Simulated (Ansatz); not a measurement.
C2H8N2Si can be A, `C=NCN[SiH3]`, or B, `NC/N=C/[SiH3]`.

Isolated molecules relaxed with PBE0-D4/def2-TZVP in Ansatz; ΔE leaves out vibrations. CCSD(T)/CBS is the MP2 limit (def2-TZVPP, def2-QZVPP) plus CCSD(T) − MP2 in def2-TZVPP, frozen cores. Functionals use def2-TZVPP. One conformer a species, not always the lowest.

(1) Which is lower in electronic energy at CCSD(T)/CBS, and by how much? (Estimate.)

(2) Give E(B) − E(A) in kJ/mol with B2PLYP, PBE-D4, MP2/def2-TZVPP, HF/def2-TZVPP, r2SCAN-D4, ωB97M-V, CCSD(T)/def2-TZVPP. (Best estimate.)

Largest T1 diagnostic: 0.011.

Results:

(1) Ansatz gave: A, by 61.5 kJ/mol.

(2) Ansatz gave: B2PLYP 62.1, PBE-D4 55.0, MP2/def2-TZVPP 66.1, HF/def2-TZVPP 67.4, r2SCAN-D4 61.0, ωB97M-V 62.8, CCSD(T)/def2-TZVPP 62.5. None reverses the order clearly.

The D4 term adds +3.9 kJ/mol with B3LYP and +2.1 kJ/mol with PBE0; it sums over pairs of atoms, weighted by their polarisabilities, and B3LYP, whose exchange is more repulsive, gets the larger term. From PBE to PBE0 (25 % exact exchange), in def2-TZVPP and without D4, E(B) − E(A) moves by +3.9 kJ/mol.

B3LYP here is the variant with VWN-RPA as its local correlation; programs differ in this.
